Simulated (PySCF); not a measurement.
1-chloro-1-methylcyclopropane (C4H7Cl), SMILES ClC1(CC1)C. The structure is a stationary point at PBE-D3(BJ)/def2-SVP.

These are PBE-D3(BJ)/def2-SVP (PySCF) values and carry that method's errors.

Harmonic wavenumbers (cm⁻¹): 236, 299, 301, 321, 384, 550, 742, 810, 838, 907, 912, 989, 1021, 1035, 1079, 1129, 1175, 1297, 1355, 1371, 1399, 1416, 1439, 2972, 3062, 3064, 3068, 3068, 3159, 3168. Rotational constants (GHz): 5.629, 3.415, 2.611; symmetry number 1.

Question: Work out the zero-point energy and the ideal-gas rigid-rotor harmonic-oscillator thermochemistry at 298.15 K and 1 atm.

Answer: ZPE = ½ Σ hcν = ½ × 42568 cm⁻¹ = 254.61 kJ/mol. H − E(el) = 271.94 kJ/mol. Entropy in J/(mol K): translation 164.94, rotation 109.88, vibration 37.63, total 312.46. G − E(el) = 178.78 kJ/mol. Cp = 95.63 J/(mol K).
